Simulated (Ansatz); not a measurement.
Job for Ansatz (a first-principles code): R-B2PLYP/def2-TZVPPD on C3H7NO2 (a complex). Files ending in .json are basis or fitting sets from the Basis Set Exchange.

Ansatz 0.2 input:
```yaml
crystal:
  periodic: [false, false, false]
  atoms:
    - {symbol: C, position_ang: [-0.10145587, -1.26816376, 0.12050989]}
    - {symbol: C, position_ang: [0.51858702, 0.11875551, 0.17464902]}
    - {symbol: N, position_ang: [-0.22630885, 0.97907183, 1.09947903]}
    - {symbol: H, position_ang: [0.45784903, -1.91651162, -0.55588580]}
    - {symbol: H, position_ang: [-0.10804700, -1.72614843, 1.11011052]}
    - {symbol: H, position_ang: [-1.13235719, -1.22134083, -0.24107425]}
    - {symbol: H, position_ang: [0.57579304, 0.53190469, -0.84224428]}
    - {symbol: H, position_ang: [1.54264839, 0.04593266, 0.54787486]}
    - {symbol: H, position_ang: [0.16021103, 1.91573653, 1.11588267]}
    - {symbol: H, position_ang: [-1.19440730, 1.06418942, 0.80918744]}
    - {symbol: O, position_ang: [0.97467883, -0.52709718, 3.48865371]}
    - {symbol: C, position_ang: [-0.00038300, 0.04516790, 3.75257664]}
    - {symbol: O, position_ang: [-0.96591481, 0.58949927, 4.09492083]}
basis:
  gaussian:
    orbitals: def2-TZVPPD.json
hamiltonian:
  xc: {name: B2PLYP}
magnetization: {spin_polarized: false}
correlation: {electrons: outside_noble_gas}
scf: {lower_state_search: off}
```

Program output:

```
Functional definition: B2PLYP
[...]
these checks for a lower state are left out or cut short: stability, starts, cluster_reference, orbital_swaps, neighbouring_geometries, increment
integrals: 1.54 GiB planned
2042 factors; integrals over basis functions are off by at most 1.1e-3 eV
mean field: 1.84 GiB planned
mean field evaluation 1: about -8788.1587 eV, gradient 6.8e1 eV
mean field evaluation 2: about -8788.2767 eV, gradient 6.7e1 eV
mean field evaluation 4: about -8796.6017 eV, gradient 6.2e0 eV
mean field evaluation 8: about -8796.6796 eV, gradient 7.4e-1 eV
mean field evaluation 16: about -8796.6805 eV, gradient 1.3e-4 eV
mean field -8796.68052800 eV, -323.2720467999 hartree, gradient 7.9e-6 eV, S^2 0.000000; 0 other end points of the search recorded, 0 dependent functions left out
6 core orbitals not correlated
reference -8796.68073337 eV, -323.2720543471 hartree; 18, 18 occupied and 323, 323 virtual orbitals, 2042 factors
second order -39.23697065 eV of doubles, -0.00000000 eV of singles
Total energy: -8807.27471545 eV, -323.6613760075 hartree
Checks for a lower state left out: stability, starts, cluster_reference, orbital_swaps, neighbouring_geometries, increment
```

The run converged.

Cost: roughly 22 core-seconds.
